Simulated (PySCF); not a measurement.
NiI2(PH3)2 (triplet state).
Bonds: Ni1–I2, Ni1–I3, Ni1–P4, Ni1–P8. Hydrogens: H5, H6, H7 on P4; H9, H10, H11 on P8.

Computed by this run: PBE0-D3(BJ)/def2-SVP geometry optimisation, gas phase, def2 core potentials past Kr (PySCF 2.14.0); unrestricted, density fitting, grid level 1; the optimiser is geomeTRIC in internal coordinates, started from a GFN2-xTB structure with every atom displaced at random (about 0.03 Å).

Step 0: E = -75899.3607 eV
```
atom  x, y, z in Å  |  force x, y, z in eV/Å
Ni1     0.8716   -0.0769    0.5884    0.130   0.722   0.936
I2      0.5640    0.0196    3.0425   -0.265  -0.032   0.243
I3      2.9855   -0.0436   -0.5370    0.980  -0.022  -0.756
P4     -0.1884    1.7929   -0.2085   -1.959  -0.996  -0.396
H5     -0.5134    1.9394   -1.5844    0.336  -0.072  -0.110
H6      0.1507    3.0843    0.0257    0.872   1.381   0.331
H7     -1.5670    2.0264    0.1773    0.507  -0.342   0.092
P8     -0.2430   -1.7692   -0.2141   -1.562  -0.537   1.165
H9     -1.6102   -2.0173    0.2052    0.513   0.353  -0.051
H10     0.1509   -3.0763    0.0677    0.529  -0.393   0.182
H11    -0.5026   -1.9648   -1.5321   -0.082  -0.062  -1.638
```

Step 1: E = -75899.7251 eV
```
atom  x, y, z in Å  |  force x, y, z in eV/Å
Ni1     0.8676   -0.0601    0.6091    0.711   0.482   0.490
I2      0.4929    0.0329    3.0830   -0.197  -0.046  -0.043
I3      3.0421   -0.0330   -0.6297   -0.042  -0.028  -0.182
P4     -0.2353    1.7874   -0.2050   -0.515   0.282  -0.214
H5     -0.4852    1.9275   -1.5984    0.146  -0.042   0.016
H6      0.2142    3.1116    0.0438    0.173  -0.181   0.057
H7     -1.5819    1.9935    0.2063    0.057  -0.066   0.074
P8     -0.2832   -1.7853   -0.2023   -0.587  -0.691  -0.310
H9     -1.6221   -2.0015    0.2232    0.021   0.090   0.032
H10     0.1968   -3.0871    0.0967    0.122   0.124   0.015
H11    -0.5077   -1.9715   -1.5957    0.112   0.075   0.066
```

Question: Estimate the geometry and energy of step 2. (The exact step hangs on the optimiser's Hessian estimate; all steps are aligned on step 1, rigid shifts and turns removed.)

Answer: E = -75899.8035 eV, largest force 0.670 eV/Å
```
atom  x, y, z in Å  |  force x, y, z in eV/Å
Ni1     0.8746   -0.0421    0.6219    0.555   0.281   0.248
I2      0.4256    0.0333    3.0855   -0.160  -0.037  -0.048
I3      3.0211   -0.0226   -0.7030   -0.170  -0.023  -0.075
P4     -0.2602    1.7910   -0.2047   -0.017   0.158  -0.101
H5     -0.4564    1.9307   -1.6041    0.009  -0.003   0.020
H6      0.2710    3.0846    0.0609   -0.016  -0.203   0.032
H7     -1.5934    2.0050    0.2243   -0.045   0.053   0.012
P8     -0.3007   -1.8001   -0.1967   -0.129  -0.307  -0.296
H9     -1.6319   -2.0131    0.2368   -0.055  -0.029   0.014
H10     0.2397   -3.0754    0.1100   -0.012   0.074   0.007
H11    -0.4914   -1.9768   -1.6002    0.041   0.036   0.186
```

The energy changes by -0.0784 eV. The first-order estimate −F·Δx gives -0.1063 eV and the mean of the old and new forces, exact on a quadratic surface, -0.0758 eV. The step makes an angle of 62° with the force vector and moves no atom by more than 0.077 Å.

The cost below is that of the whole optimisation. Time: 7.2 min wall; peak memory 0.76 GiB. Hardware: an Arm Neoverse V1 with one thread (shared host).
